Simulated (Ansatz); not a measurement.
Input for Ansatz (a quantum-chemistry and plane-wave program): R-CCSD(T)/cc-pVDZ on GeH4O2 (SMILES [OH][GeH2][OH]), a point of a torsion scan. The run froze 16 orbitals, filled d shells among them.

Ansatz 0.2 input:
```yaml
crystal:
  periodic: [false, false, false]
  atoms:
    - {symbol: O, position_ang: [1.30995299, 0.55240679, 0.33277336]}
    - {symbol: Ge, position_ang: [0.03960648, -0.57476893, -0.06894060]}
    - {symbol: O, position_ang: [-0.49786532, -1.22766481, 1.43909539]}
    - {symbol: H, position_ang: [1.21642422, 1.46968850, 0.09280417]}
    - {symbol: H, position_ang: [-1.15257498, 0.10103171, -0.67204588]}
    - {symbol: H, position_ang: [0.66976769, -1.64188776, -0.91131761]}
    - {symbol: H, position_ang: [0.15861298, -1.25159729, 2.13320904]}
basis:
  gaussian:
    orbitals: cc-pVDZ
magnetization: {spin_polarized: false}
correlation: {method: ccsd_t, electrons: outside_noble_gas}
scf: {lower_state_search: off}
```

Program output:

```
WARN ansatz: RAYON_NUM_THREADS=1 ignored (pool sized by the plan → 1); use --threads N
Functional definition: HF
these checks for a lower state are left out or cut short: stability, starts, cluster_reference, orbital_swaps, neighbouring_geometries, increment
integrals: 0.06 GiB planned
755 factors; integrals over basis functions are off by at most 1.1e-3 eV
mean field: 0.16 GiB planned
mean field evaluation 1: about -60607.8840 eV, gradient 4.4e1 eV
mean field evaluation 2: about -60607.8961 eV, gradient 4.4e1 eV
mean field evaluation 4: about -60611.4515 eV, gradient 2.2e0 eV
mean field evaluation 8: about -60611.4697 eV, gradient 7.6e-2 eV
mean field -60611.46976569 eV, -2227.4304299593 hartree, gradient 2.6e-6 eV, S^2 0.000000; 0 other end points of the search recorded, 0 dependent functions left out
16 core orbitals not correlated
reference -60611.46976569 eV, -2227.4304299593 hartree; 10, 10 occupied and 49, 49 virtual orbitals, 755 factors
second order -12.96437881 eV of doubles, -0.00000000 eV of singles
coupled cluster: 0.14 GiB planned
cycle   1  -13.21487330 eV  change   -2.5e-1 eV  update   8.2e-2
cycle   2  -13.53589391 eV  change   -3.2e-1 eV  update   2.3e-2
cycle   3  -13.62252593 eV  change   -8.7e-2 eV  update   1.2e-2
cycle   4  -13.61662861 eV  change    5.9e-3 eV  update   2.6e-3
cycle   5  -13.61628433 eV  change    3.4e-4 eV  update   1.1e-3
cycle   6  -13.61663089 eV  change   -3.5e-4 eV  update   3.4e-4
cycle   7  -13.61645719 eV  change    1.7e-4 eV  update   1.2e-4
cycle   8  -13.61640788 eV  change    4.9e-5 eV  update   3.5e-5
cycle   9  -13.61641428 eV  change   -6.4e-6 eV  update   1.3e-5
perturbative correction -0.27076938 eV, -0.0099505910 hartree
Total energy: -60625.35694935 eV, -2227.9407745457 hartree
Checks for a lower state left out: stability, starts, cluster_reference, orbital_swaps, neighbouring_geometries, increment
```

The calculation finished and met its thresholds.

Cost: about 2.5 core-seconds (a rough figure).
